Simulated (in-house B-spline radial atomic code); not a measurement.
Mo⁶⁺. Computed with a B-spline radial atomic code. Model: all-electron spherical atom, spin shells full or empty, radial basis limit, no spin-orbit coupling: exact exchange with a local potential (Slater, KLI or optimised effective potential, whose far tail is KLI's), no correlation.

Exchange potential has not reached -1/r at the last radius.

The run also made RPA and GW results, which its time includes.

The Slater potential averages the orbital exchange potentials with the orbital densities as weights, KLI adds orbital constants, and the optimised effective potential minimises the exact-exchange energy among local potentials. So their energies lie above Hartree-Fock in the order OEP, KLI, Slater. All fall off as −1/r, unlike LDA and GGA exchange.

Command:
```bash
python run_gw.py task.json out
```
Settings (nuclear radius in fm, other lengths in bohr, energies in hartree):
```
Z                      42
electrons              36
configuration          [Ar] 3d10 4s2 4p6
hamiltonian            x2c
method                 slater
lmax                   9
rms_radius             4.4091
spin_polarised         False
box_radius             9.29
intervals              98
```

Cost of the run: 6.8 s on 1 thread of Intel(R) Xeon(R) Platinum 8175M CPU @ 2.50GHz (Skylake/Cascade Lake), with other jobs on the host.

Given: hamiltonian one-electron scalar X2C; mean-field start Slater potential.

Computed: energy above Hartree-Fock 301.67 millihartree.

| radius (bohr) | r times exchange potential (hartree bohr) |
| --- | --- |
| 0.00119 | -0.05631 |
| 0.00147 | -0.069455 |
| 0.00181 | -0.085341 |
| 0.00224 | -0.10529 |
| 0.00276 | -0.12918 |
| 0.00341 | -0.15864 |
| 0.00421 | -0.19419 |
| 0.00519 | -0.2366 |
| 0.00641 | -0.28748 |
| 0.00791 | -0.34691 |
| 0.00977 | -0.41564 |
| 0.0121 | ? |
| 0.0149 | -0.57638 |
| 0.0184 | -0.66295 |
| 0.0227 | -0.74619 |
| 0.028 | -0.81797 |
| 0.0345 | -0.86746 |
| 0.0426 | -0.88792 |
| 0.0526 | -0.89571 |
| 0.0649 | -0.94229 |
| 0.0801 | -1.0563 |
| 0.0989 | -1.2069 |
| 0.122 | -1.3404 |
| 0.151 | -1.4082 |
| 0.186 | -1.3814 |
| 0.23 | -1.3591 |
| 0.283 | -1.4973 |
| 0.35 | ? |
| 0.432 | -1.841 |
| 0.533 | -1.8143 |
| 0.657 | -1.6053 |
| 0.811 | -1.405 |
| 1 | -1.4355 |
| 1.24 | -1.4869 |
| 1.53 | -1.4536 |
| 1.88 | -1.3654 |
| 2.32 | -1.2668 |

**Question.** What belongs in the row 0.0121?

**Answer.** r times exchange potential (hartree bohr): -0.49383.

**Question.** What belongs in the row 0.35?

**Answer.** r times exchange potential (hartree bohr): -1.7107.

```
occupied  level (hartree)  Hartree-Fock level (hartree)
      1s             -738                       -742.12
      2s          -108.51                       -110.36
      2p          -97.855                       -98.789
      3s                ?                             ?
      3p          -18.289                       -18.704
      3d          -12.435                       -12.337
      4s          -5.8092                       -5.8783
      4p          -4.7807                       -4.6364
```

**Question.** What belongs in the row 3s?

**Answer.** level (hartree): -21.848; Hartree-Fock level (hartree): -22.608.

| empty | level (hartree) |
| --- | --- |
| 4d | -3.2415 |
| 5s | ? |
| 5p | -2.1942 |
| 4f | -1.8641 |
| 5d | -1.6744 |

**Question.** What belongs in the row 5s?

**Answer.** level (hartree): -2.5341.

The highest level, 4p, differs from Hartree-Fock by -3.9 eV and the deepest, 1s, by +112 eV: the Slater potential lacks the response part and is deeper than the optimised one throughout, so the top level comes too deep.
